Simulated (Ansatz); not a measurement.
```yaml
crystal:
  periodic: [false, false, false]
  atoms:
    - {symbol: C, position_ang: [0.714311, 0.709852, 1.343965]}
    - {symbol: C, position_ang: [-0.012018, -0.067391, 0.028526]}
    - {symbol: C, position_ang: [0.917129, -1.183195, -0.393707]}
    - {symbol: C, position_ang: [-1.290570, -0.547871, 0.296680]}
    - {symbol: In, position_ang: [-0.421210, 1.812135, -1.385928]}
    - {symbol: F, position_ang: [-1.330999, 3.084555, -1.157242]}
    - {symbol: F, position_ang: [0.561543, 1.726184, -3.300170]}
    - {symbol: H, position_ang: [0.806817, -0.157337, 2.304056]}
    - {symbol: H, position_ang: [-0.328928, 1.710472, 1.698030]}
    - {symbol: H, position_ang: [1.180153, 1.289872, 1.027825]}
    - {symbol: H, position_ang: [0.837364, -1.547300, -1.307742]}
    - {symbol: H, position_ang: [1.268232, -1.704553, 0.408453]}
    - {symbol: H, position_ang: [2.172123, -0.504768, -0.704221]}
    - {symbol: H, position_ang: [-1.832377, -1.094445, -0.503019]}
    - {symbol: H, position_ang: [-1.052854, -1.561812, 1.096747]}
    - {symbol: H, position_ang: [-2.152965, -0.091805, 0.638276]}
basis:
  gaussian: {orbitals: def2-SVPD, point_charges: [{charge: 0.50, position_ang: [5.595, -0.501, -0.833]}]}
magnetization: {spin_polarized: true, initial_magnetization: 6}
hamiltonian: {xc: {name: LC-wPBE}}
accuracy: high
output: {forces: true}
```

```sh
$ ansatz run in.yaml --threads 4 --pin off --events-out ev --progress --plain --max-ram 11315MiB
```

It prints (some lines left out):

```
Functional definition: LC-wPBE
4838 factors; integrals over basis functions are off by at most 4.9e-9 eV
1276 factors; integrals over basis functions are off by at most 2.1e-9 eV
mean field evaluation 1: about -14854.1905 eV, gradient 4.5e1 eV
mean field evaluation 2: about -14800.0647 eV, gradient 1.1e2 eV
mean field evaluation 4: about -14863.4256 eV, gradient 9.5e0 eV
mean field evaluation 8: about -14865.7550 eV, gradient 1.4e0 eV
mean field evaluation 16: about -14865.9172 eV, gradient 4.5e-2 eV
mean field evaluation 32: about -14865.9175 eV, gradient 5.6e-5 eV
mean field -14865.91748368 eV, -546.3123910444 hartree, gradient 3.2e-8 eV, S^2 12.017482; 2 other end points of the search recorded, 0 dependent functions left out
reference -14865.91748368 eV, -546.3123910444 hartree; 39, 33 occupied and 191, 197 virtual orbitals, 4838 factors
Total energy: -14865.91748368 eV, -546.3123910444 hartree
Atom 0 at     0.714311     0.709852     1.343965 Å, force   -11.029813   -26.379251     6.444393 eV/Å
Atom 1 at    -0.012018    -0.067391     0.028526 Å, force     4.722286    -0.730412     5.131659 eV/Å
Atom 2 at     0.917129    -1.183195    -0.393707 Å, force    -7.057093     1.698970     3.423997 eV/Å
Atom 3 at    -1.290570    -0.547871     0.296680 Å, force    -1.764098    -6.272018     0.803095 eV/Å
Atom 4 at    -0.421210     1.812135    -1.385928 Å, force    13.140649   -15.721397    -6.671640 eV/Å
Atom 5 at    -1.330999     3.084555    -1.157242 Å, force   -13.195311    18.208347     3.573238 eV/Å
Atom 6 at     0.561543     1.726184    -3.300170 Å, force    -0.429852    -0.102522     1.067048 eV/Å
Atom 7 at     0.806817    -0.157337     2.304056 Å, force    -0.023227     3.448873    -2.979801 eV/Å
Atom 8 at    -0.328928     1.710472     1.698030 Å, force    -4.101748     3.949742     1.083178 eV/Å
Atom 9 at     1.180153     1.289872     1.027825 Å, force    14.504556    18.210867    -7.529251 eV/Å
Atom 10 at     0.837364    -1.547300    -1.307742 Å, force     0.291834    -1.731719    -4.819001 eV/Å
Atom 11 at     1.268232    -1.704553     0.408453 Å, force     1.581473    -1.819797     2.164328 eV/Å
Atom 12 at     2.172123    -0.504768    -0.704221 Å, force     4.756375     2.384093    -1.112669 eV/Å
Atom 13 at    -1.832377    -1.094445    -0.503019 Å, force     0.970939    -0.252646    -0.517124 eV/Å
Atom 14 at    -1.052854    -1.561812     1.096747 Å, force    -0.943195     2.647632    -1.876458 eV/Å
Atom 15 at    -2.152965    -0.091805     0.638276 Å, force    -1.286555     2.414264     1.859326 eV/Å
Dipole moment:    -0.639102    -1.117960     1.352097 e Å
```

In this input the spin is set far too high for this molecule. The calculation finished and met its thresholds. The result belongs to that input, not to the molecule as meant.
